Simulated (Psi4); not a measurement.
Approach curve of the dimer H2 ··· HBr (SMILES [H][H] and Br). Monomers: optimised at B3LYP-D3(BJ) (def2-TZVP), held rigid. Orientation: lowest of the rigid-body minima from ten starts at GFN2-xTB. R is the distance of the centres of mass, along which the second monomer moves.

- PBE/def2-TZVP, counterpoise-corrected (Psi4)
- PBE-D3(BJ)/def2-TZVP, counterpoise-corrected (Psi4)
- B3LYP/def2-TZVP, counterpoise-corrected (Psi4)
- CCSD(T)/aug-cc-pVDZ = DF-CCSD(T)/aug-cc-pVDZ, frozen core, counterpoise-corrected run with Psi4 1.11

Interaction energies in kJ/mol; the last columns give the difference from CCSD(T):

| R / Å | PBE/def2-TZVP | PBE-D3(BJ)/def2-TZVP | B3LYP/def2-TZVP | CCSD(T)/aug-cc-pVDZ | PBE/def2-TZVP − CCSD(T)/aug-cc-pVDZ | PBE-D3(BJ)/def2-TZVP − CCSD(T)/aug-cc-pVDZ | B3LYP/def2-TZVP − CCSD(T)/aug-cc-pVDZ |
|---|---|---|---|---|---|---|---|
| 3.18 | 3.46 | 1.70 | 7.17 | 6.73 | -3.27 | -5.04 | 0.44 |
| 3.36 | 0.24 | -1.35 | 3.06 | 2.04 | -1.80 | -3.39 | 1.02 |
| 3.60 | -1.38 | -2.72 | 0.70 | -0.68 | -0.70 | -2.04 | 1.39 |
| 3.80 | -1.68 | -2.81 | 0.01 | -1.43 | -0.25 | -1.39 | 1.44 |
| 4.03 | -1.58 | -2.50 | -0.23 | -1.54 | -0.04 | -0.96 | 1.31 |
| 4.21 | -1.38 | -2.16 | -0.25 | -1.39 | 0.01 | -0.77 | 1.14 |
| 4.49 | -1.05 | -1.63 | -0.21 | -1.07 | 0.02 | -0.56 | 0.86 |
| 4.82 | -0.70 | -1.09 | -0.14 | -0.73 | 0.03 | -0.36 | 0.59 |
| 5.33 | -0.34 | -0.56 | -0.09 | -0.40 | 0.06 | -0.15 | 0.31 |
| 6.03 | -0.14 | -0.23 | -0.07 | -0.20 | 0.06 | -0.04 | 0.13 |
| 7.03 | -0.05 | -0.09 | -0.05 | -0.08 | 0.03 | -0.01 | 0.04 |
| 8.28 | -0.02 | -0.03 | -0.02 | -0.03 | 0.01 | 0.00 | 0.01 |

PBE/def2-TZVP is furthest from CCSD(T)/aug-cc-pVDZ at 3.18 (-3.27 kJ/mol, below); its mean absolute difference over the points is 0.52 kJ/mol.

PBE-D3(BJ)/def2-TZVP is furthest from CCSD(T)/aug-cc-pVDZ at 3.18 (-5.04 kJ/mol, below); its mean absolute difference over the points is 1.22 kJ/mol.

B3LYP/def2-TZVP is furthest from CCSD(T)/aug-cc-pVDZ at 3.80 (1.44 kJ/mol, above); its mean absolute difference over the points is 0.72 kJ/mol.
